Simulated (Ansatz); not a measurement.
Computed with Ansatz on PBE0-D4/def2-TZVP structures; ΔE is electronic, products minus reactants. CCSD(T)/CBS is the MP2 limit (def2-TZVPP, def2-QZVPP) plus CCSD(T) − MP2 in def2-TZVPP, frozen cores. DFT in def2-TZVPP. B3LYP here is the variant with VWN-RPA as its local correlation; programs differ in this. For As, Ge outer-core shells are correlated without core-valence functions, which leaves a few kJ/mol of doubt a bond. Scalar relativity is left out up to krypton.

Consider the formal exchange of groups at the Si–O bond: `[SiH3]O[AsH2]` + `[F][GeH2][AlH2]` → `[F][GeH]([AlH2])[SiH3]` + `O[AsH2]`.

Problem. Is it downhill or uphill in electronic energy at CCSD(T)/CBS, and by how much? (An estimate is asked.)

Solution. Computed: Uphill: ΔE = +0.75 eV.

Problem. What do these levels give: r2SCAN-D4, B3LYP-D4, ωB97M-V, B2PLYP, PBE0, HF/def2-TZVPP, MP2/def2-TZVPP, SCS-MP2/def2-TZVPP, CCSD/def2-TZVPP, MP2/def2-QZVPP, SCS-MP2/def2-QZVPP, MP2/CBS(def2)? (Estimate.)

Solution. The calculation gave: r2SCAN-D4 0.68, B3LYP-D4 0.75, ωB97M-V 0.77, B2PLYP 0.80, PBE0 0.60, HF/def2-TZVPP 1.03, MP2/def2-TZVPP 0.82, SCS-MP2/def2-TZVPP 0.88, CCSD/def2-TZVPP 0.80, MP2/def2-QZVPP 0.82, SCS-MP2/def2-QZVPP 0.88, MP2/CBS(def2) 0.80 eV.

Largest T1 diagnostic among the species: 0.013.

In def2-TZVPP, CCSD(T) changes the Hartree–Fock value by −0.26 eV (the triples alone add −0.03 eV) and MP2 by −0.20 eV. From PBE to PBE0 (25 % exact exchange), in def2-TZVPP and without D4, ΔE moves by +0.08 eV.
